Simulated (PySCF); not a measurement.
Static polarisabilities and like-pair C6 coefficients by linear response at CAM-B3LYP/def2-SVPD (PySCF, frozen core in the response, non-relativistic, gas phase), PBE0-D3(BJ)/def2-SVP geometries, one conformer each; atomic units unless stated. Spin–orbit coupling is left out although an atom past zinc is present.

```csv
label,species,α,C6
P,`CCCC(=O)C(C)=O`,77.7,2721
Q,`CCC(=O)CC(C)=O`,77.5,2697
R,`C[C+](C)c1ccccc1`,107.4,3954
S,`C=CCOC(=O)CC`,79.5,2775
T,`[SiH3][O][GeH2][CH]1CC1`,92.2,3249
U,`C1C=CS[C@H](C1)CC`,102.0,4209
```

Question: Estimate the unlike-pair coefficients by the rule C6(AB) = 2·C6(AA)·C6(BB) / [C6(AA)·αB/αA + C6(BB)·αA/αB], and compare with the geometric mean, for PS, PT, PU, QR, QS, QU, RT and ST.

Answer: 
| pair | combination rule | geometric mean | ratio |
| --- | --- | --- | --- |
| PS | 2748 | 2748 | 1.000 |
| PT | 2963 | 2973 | 0.997 |
| PU | 3379 | 3384 | 0.999 |
| QR | 3235 | 3265 | 0.991 |
| QS | 2736 | 2736 | 1.000 |
| QU | 3365 | 3369 | 0.999 |
| RT | 3579 | 3584 | 0.998 |
| ST | 2996 | 3003 | 0.998 |

The rule is exact for one-pole polarisabilities and never exceeds the geometric mean; the two meet where both partners have the same effective excitation energy. These unlike-pair values are estimates, not computed integrals.
